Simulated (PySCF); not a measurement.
Multinuclear NMR of C6H9NOSi

Mapped SMILES: `[N:1]#[C:2][CH2:3][SiH2:4][O:5][C@:6]12[CH2:7][C@H:8]1[CH2:9]2` (H(Xn): hydrogen on atom n). Ha(C9) is cis to C7 on the ring; Ha(C7) is cis to C9 on the ring; Hb(C9) is trans to C7 on the ring; Hb(C7) is trans to C9 on the ring.

- GIAO PBE0/pcSseg-1 shieldings
- GFN2-xTB geometry
- program: PySCF 2.14
- fast rotation and ring inversion assumed for equivalent nuclei, single conformer, in vacuum, non-relativistic Hamiltonian

Q: Predict the $^{29}$Si NMR data.

A: 
```csv
atoms,environment,σ (ppm),δ (ppm)
Si4,"silicon bonded to C, O, 2 H",372.2,-26.0
```

Shieldings were converted by a linear fit to measured shifts: $^{29}$Si: δ = 279.94 − 0.822σ (rms 8.9 ppm, 72 shifts, 25.8 ppm with the 6 outliers that the fit left out vs TMS, solution or neat liquid). Occasional misses reach two or three times the rms, and more in compound classes unlike the fitted ones.

On a 600 MHz spectrometer $^{29}$Si resonates near 119.2 MHz, so 1 ppm is 119.2 Hz.

Q: What are the $^{15}$N shifts?

A: 
```
atoms       environment  σ (ppm)  δ (ppm)
   N1  nitrile nitrogen    -29.5   -120.9
```

Shieldings were converted by a linear fit to measured shifts: $^{15}$N: δ = -148.07 − 0.921σ (rms 6.3 ppm, 71 shifts vs CH3NO2, solution or neat liquid). Occasional misses reach two or three times the rms, and more in compound classes unlike the fitted ones.

On a 500 MHz spectrometer $^{15}$N resonates near 50.7 MHz, so 1 ppm is 50.7 Hz.

Q: What are the $^{17}$O shifts?

A: 
```tsv
atoms	environment	σ (ppm)	δ (ppm)
O5	oxygen bonded to C, Si	323.1	-27.6
```

Shieldings were converted by a linear fit to measured shifts: $^{17}$O (scatter 10.7 ppm rms, 12.2 ppm with the 3 outliers that the fit left out vs liquid water, solution or neat liquid). A few per cent of atoms miss by over 2 rms, more outside the fitted compound classes.

On a 400 MHz spectrometer $^{17}$O resonates near 54.2 MHz, so 1 ppm is 54.2 Hz.
